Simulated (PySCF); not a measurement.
Molecule: 3-ethylpentane (CCC(CC)CC, C7H16).

Geometry (Å), atoms numbered from 1 in this order:
```xyz
23

C     1.2760   -1.9508   -0.0463
C     0.4033   -1.1315   -0.9906
C    -0.1036    0.2001   -0.4149
C     1.0653    1.1518   -0.1197
C     0.6492    2.6182   -0.0715
C    -0.9847    0.0205    0.8271
C    -2.2372   -0.8109    0.5727
H     2.1510   -1.3865    0.2655
H     0.7225   -2.2497    0.8397
H     1.6168   -2.8535   -0.5499
H    -0.4527   -1.7362   -1.2960
H     0.9776   -0.9112   -1.8944
H    -0.7198    0.6627   -1.1963
H     1.8201    1.0348   -0.9010
H     1.5267    0.8793    0.8314
H     0.1791    2.9117   -1.0080
H     1.5200    3.2512    0.0859
H    -0.0529    2.8040    0.7376
H    -0.4004   -0.4350    1.6287
H    -1.2940    1.0088    1.1726
H    -2.8869   -0.7866    1.4451
H    -2.7917   -0.4153   -0.2760
H    -1.9885   -1.8489    0.3683
```

Frames of a GFN2-xTB Langevin trajectory at 300 K; GIAO PBE0/pcSseg-1 shieldings in PySCF 2.14.0 with density-fitted response routines, gas phase, non-relativistic; equivalent atoms averaged within each frame.

Chemical shifts δ = σref − σ; TMS for 13C (σ = 186.93 ppm), 1H (σ = 31.72 ppm), all at this level. The references are static minima.

How do the shifts (ppm) fluctuate along the trajectory?

## Answers


```
         time (fs)    C3  C2/C4/C6  C1/C5/C7  H11/H12/H14/H15/H19/H20  H8/H9/H10/H16/H17/H18/H21/H22/H23    H13
optimised geometry  45.3      28.6      12.5                     1.36                               0.94   1.00
               250  41.9      33.0      14.5                     1.83                               1.34  -0.06
               425  45.2      29.0      12.9                     1.43                               1.07   1.53
               625  41.7      27.8      13.9                     1.63                               1.40   0.75
               800  38.7      28.2      16.4                     1.30                               1.62  -0.03
              1000  38.7      27.9      11.0                     1.61                               0.82  -0.07
    mean of frames  41.2      29.2      13.7                     1.56                               1.25   0.43
standard deviation   2.7       2.2       2.0                     0.20                               0.31   0.71
```

5 frames give an uncertainty of the mean of about the standard deviation over 2.2 at best, since frames this close in time may not be independent; classical motion lacks zero-point vibration, and the reference would need the same averaging.
